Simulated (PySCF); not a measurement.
A GIAO shielding run with PySCF 2.14 (density fitting, non-relativistic, gas phase) on `CS[SiH2]SCn1cccc1`, C6H11NS2Si:

```
$ OMP_NUM_THREADS=1 python probes_run.py task.json out

{"job": {"kind": "nmr", "xc": "PBE0", "basis": "pcSseg-1"}, "charge": 0, "multiplicity": 1}
C      3.720489     0.468895    -0.145168
S      2.450097    -0.559347     0.644471
Si     1.227777    -0.927873    -1.075481
S     -0.301976    -2.333817    -0.579174
C     -0.973928    -1.615154     0.992904
N     -1.556466    -0.341850     0.804877
C     -0.955805     0.855257     1.067508
C     -1.796121     1.856573     0.672397
C     -2.947473     1.245041     0.131410
C     -2.765887    -0.104734     0.221926
H      4.421628     0.754163     0.631689
H      4.228742    -0.106279    -0.912122
H      3.259295     1.352446    -0.574024
H      0.646300     0.335007    -1.510105
H      2.014458    -1.590085    -2.099229
H     -0.150378    -1.561920     1.705256
H     -1.715970    -2.344721     1.320336
H      0.005706     0.896040     1.540678
H     -1.618054     2.909856     0.763725
H     -3.806057     1.746279    -0.269671
H     -3.395297    -0.916834    -0.083916
```

Hardware: 1 thread of an Arm Neoverse N1, shared host. The job also computes population analyses, field gradients, ring-centre shieldings.

(1) How large is the calculation?

(2) How long does it take, and how much memory does it need?

Answers

(1) 100 electrons, 246 basis functions and 1339 auxiliary functions.

(2) 2.2 min of wall time, with 14 SCF cycles and 5 response iterations; peak memory 1.1 GiB. Times on a shared host scatter by some tens of per cent.
